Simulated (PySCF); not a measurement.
# Exercise with solution: dipole moment from atomic charges

SiCl2I2, SMILES Cl[Si](Cl)(I)I. Atoms are numbered in the order given.

```xyz
5

Cl     0.0000     1.6590     1.8830
Si     0.0000     0.0000     0.6829
Cl     0.0000    -1.6590     1.8830
I     -1.9962     0.0000    -0.6942
I      1.9962     0.0000    -0.6942
```
Charge 0, spin multiplicity 1.

Geometry optimised at PBE0-D3(BJ)/def2-SVP. The def2 effective core potentials stand for the cores of I; spin–orbit coupling is left out.

Charges (e) from CAM-B3LYP/def2-TZVP run with PySCF:

| atom | ESP fit | Mulliken |
|---|---|---|
| Cl1 | 0.040 | -0.158 |
| Si2 | -0.223 | 0.442 |
| Cl3 | 0.040 | -0.158 |
| I4 | 0.072 | -0.063 |
| I5 | 0.072 | -0.063 |

The dipole moment of the full density is 0.57 D.

Task: What dipole moment does each set of point charges give, and which comes closer to that of the density?

Result: 
μ = Σ q r, and 1 e Å = 4.8032 D.
ESP fit: Σ q r = (0.000, 0.000, -0.102) e Å, |μ| = 0.49 D.
Mulliken: Σ q r = (0.000, 0.000, -0.206) e Å, |μ| = 0.99 D.
ESP fit comes closer in size. Point charges leave out the atoms' own dipoles (lone pairs, polarised bonds); fits to the potential absorb them, partitions of the density don't.
